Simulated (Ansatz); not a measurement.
A further run on tetramethylammonium triflate (C5H12F3NO3S).

```yaml
crystal:
  periodic: [false, false, false]
  atoms:
    - {symbol: C, position_ang: [-2.310356, -1.239653, -0.500240]}
    - {symbol: N, position_ang: [-1.087299, -0.916235, 0.299773]}
    - {symbol: C, position_ang: [0.104409, -1.624103, -0.301158]}
    - {symbol: C, position_ang: [-1.261321, -1.379808, 1.713909]}
    - {symbol: C, position_ang: [-0.872135, 0.578948, 0.298712]}
    - {symbol: H, position_ang: [-2.468089, -2.333896, -0.502528]}
    - {symbol: H, position_ang: [-3.184445, -0.731345, -0.053105]}
    - {symbol: H, position_ang: [-2.155416, -0.880399, -1.533084]}
    - {symbol: H, position_ang: [0.277389, -1.223051, -1.316946]}
    - {symbol: H, position_ang: [0.999932, -1.342049, 0.287736]}
    - {symbol: H, position_ang: [-0.102487, -2.710215, -0.291442]}
    - {symbol: H, position_ang: [-2.131740, -0.866211, 2.161906]}
    - {symbol: H, position_ang: [-1.420307, -2.473818, 1.722544]}
    - {symbol: H, position_ang: [-0.343742, -1.126621, 2.274253]}
    - {symbol: H, position_ang: [-1.769735, 1.055162, 0.733967]}
    - {symbol: H, position_ang: [-0.672517, 0.903983, -0.737972]}
    - {symbol: H, position_ang: [0.052876, 0.789985, 0.869027]}
    - {symbol: O, position_ang: [1.315525, 0.674069, -1.781880]}
    - {symbol: S, position_ang: [2.409729, 0.958736, -0.783910]}
    - {symbol: O, position_ang: [3.795238, 0.773831, -1.260495]}
    - {symbol: O, position_ang: [2.115324, 0.422953, 0.602388]}
    - {symbol: C, position_ang: [2.225620, 2.818857, -0.527057]}
    - {symbol: F, position_ang: [3.096851, 3.277662, 0.385530]}
    - {symbol: F, position_ang: [0.969475, 3.107265, -0.083729]}
    - {symbol: F, position_ang: [2.417221, 3.485963, -1.676198]}
basis:
  gaussian: {orbitals: def2-TZVP}
magnetization: {spin_polarized: true, initial_magnetization: 0}
hamiltonian: {xc: {name: r2SCANh}, dispersion: d3bjatm}
scf: {omitted_lower_state_checks: [starts]}
output: {forces: true}
```

```sh
$ ansatz run in.yaml --threads 4 --pin off --events-out ev --progress --plain --max-ram 6963MiB
```

Shortened log:

```
Functional definition: r2SCANh
2765 factors; their error is unknown
mean field evaluation 1: about -31974.0845 eV, gradient 7.7e1 eV
mean field evaluation 2: about -31933.7088 eV, gradient 1.3e2 eV
mean field evaluation 4: about -31994.1218 eV, gradient 5.2e0 eV
mean field evaluation 8: about -31994.2391 eV, gradient 2.7e-1 eV
mean field evaluation 16: about -31994.2098 eV, gradient 8.4e-3 eV
mean field -31994.20982107 eV, -1175.7655244700 hartree, gradient 3.5e-5 eV, S^2 0.000000; 0 other end points of the search recorded, 0 dependent functions left out
reference -31994.20983570 eV, -1175.7655250075 hartree; 58, 58 occupied and 423, 423 virtual orbitals, 2765 factors
Total energy: -31994.44054104 eV, -1175.7740032726 hartree
Atom 0 at    -2.310356    -1.239653    -0.500240 Å, force    -0.216763    -0.050738    -0.164556 eV/Å
Atom 1 at    -1.087299    -0.916235     0.299773 Å, force    -0.088750    -0.060084     0.035477 eV/Å
Atom 2 at     0.104409    -1.624103    -0.301158 Å, force     0.305713     0.048612    -0.113765 eV/Å
Atom 3 at    -1.261321    -1.379808     1.713909 Å, force    -0.010362    -0.071091     0.260231 eV/Å
Atom 4 at    -0.872135     0.578948     0.298712 Å, force     0.186204     0.226233    -0.048998 eV/Å
Atom 5 at    -2.468089    -2.333896    -0.502528 Å, force     0.118908     0.588104     0.030797 eV/Å
Atom 6 at    -3.184445    -0.731345    -0.053105 Å, force     0.499898    -0.261643    -0.210704 eV/Å
Atom 7 at    -2.155416    -0.880399    -1.533084 Å, force    -0.051386    -0.186481     0.568832 eV/Å
Atom 8 at     0.277389    -1.223051    -1.316946 Å, force    -0.217740    -0.296103     0.543110 eV/Å
Atom 9 at     0.999932    -1.342049     0.287736 Å, force    -0.579621    -0.261072    -0.270931 eV/Å
Atom 10 at    -0.102487    -2.710215    -0.291442 Å, force     0.096686     0.600432     0.000483 eV/Å
Atom 11 at    -2.131740    -0.866211     2.161906 Å, force     0.462464    -0.258089    -0.281177 eV/Å
Atom 12 at    -1.420307    -2.473818     1.722544 Å, force     0.086951     0.591909    -0.047572 eV/Å
Atom 13 at    -0.343742    -1.126621     2.274253 Å, force    -0.482811    -0.122845    -0.332930 eV/Å
Atom 14 at    -1.769735     1.055162     0.733967 Å, force     0.479532    -0.274005    -0.237924 eV/Å
Atom 15 at    -0.672517     0.903983    -0.737972 Å, force    -0.228885    -0.207615     0.550372 eV/Å
Atom 16 at     0.052876     0.789985     0.869027 Å, force    -0.613233    -0.140837    -0.238672 eV/Å
Atom 17 at     1.315525     0.674069    -1.781880 Å, force     1.925463     0.484331     1.699949 eV/Å
Atom 18 at     2.409729     0.958736    -0.783910 Å, force     0.087570    -0.916395    -0.059063 eV/Å
Atom 19 at     3.795238     0.773831    -1.260495 Å, force    -2.434806     0.312901     0.824487 eV/Å
Atom 20 at     2.115324     0.422953     0.602388 Å, force     0.575550     0.940966    -2.402638 eV/Å
Atom 21 at     2.225620     2.818857    -0.527057 Å, force     0.023387    -0.010422    -0.019311 eV/Å
Atom 22 at     3.096851     3.277662     0.385530 Å, force    -0.488206    -0.221918    -0.492681 eV/Å
Atom 23 at     0.969475     3.107265    -0.083729 Å, force     0.680307    -0.133038    -0.231955 eV/Å
Atom 24 at     2.417221     3.485963    -1.676198 Å, force    -0.116069    -0.321113     0.639139 eV/Å
Dipole moment:    -2.595248    -1.361590     0.806737 e Å
Checks for a lower state left out: starts
```

Run time 84 s (4 threads of Arm Neoverse V2 on a shared host), peak host memory 2.3 GiB.
